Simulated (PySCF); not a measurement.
ReO2F2, SMILES [O]=[Re](=[O])([F])[F] (connectivity only; charge and spin as stated), neutral, multiplicity 2. Atoms are numbered in the order given.

```xyz
5

Re     0.0000     0.0000    -0.0909
O      0.0000     1.4173    -1.0189
O      0.0000    -1.4173    -1.0189
F     -1.2772     0.0000     1.2845
F      1.2772     0.0000     1.2845
```
Charge 0, spin multiplicity 2.

Geometry: B3LYP-D3(BJ)/def2-SVP. The multiplicity is an assumed one; other spin states were not compared. The def2 effective core potentials stand for the cores of Re; spin–orbit coupling is left out.

Computed with TDA-ωB97X/def2-SVPD (PySCF 2.14.0).

Vertical excitations. Isolated molecule, no solvent.

### Question
List the lowest excited states. (An estimate is asked for; the answer gives what the named calculation found.)

### Answer

| state | energy (eV) | λ (nm) | f | main pairs |
|---|---|---|---|---|
| root 1 | 1.50 | 825 | 0.000 | α HOMO→LUMO 99 % |
| root 2 | 2.64 | 470 | 0.000 | α HOMO→LUMO+1 97 % |
| root 3 | 3.43 | 361 | 0.000 | α HOMO→LUMO+2 96 % |
| root 4 | 4.33 | 286 | 0.000 | α HOMO−1→LUMO 79 %, β HOMO→LUMO+1 17 % |
| root 5 | 4.36 | 284 | 0.002 | α HOMO→LUMO+3 86 %, β HOMO→LUMO 10 % |
| root 6 | 4.54 | 273 | 0.001 | α HOMO→LUMO+3 10 %, α HOMO−2→LUMO 7 %, β HOMO→LUMO 79 % |
| root 7 | 4.80 | 259 | 0.001 | α HOMO−2→LUMO 49 %, β HOMO−1→LUMO+1 32 %, β HOMO→LUMO 9 % |
| root 8 | 4.88 | 254 | 0.001 | α HOMO−1→LUMO 17 %, β HOMO→LUMO+1 80 % |
| root 9 | 5.26 | 236 | 0.009 | β HOMO−1→LUMO 96 % |
| root 10 | 5.29 | 234 | 0.001 | α HOMO−4→LUMO 26 %, α HOMO−2→LUMO+1 11 %, α HOMO−8→LUMO 5 %, β HOMO−2→LUMO 36 %, β HOMO−3→LUMO+1 10 % |
Unrestricted roots are not spin-pure.
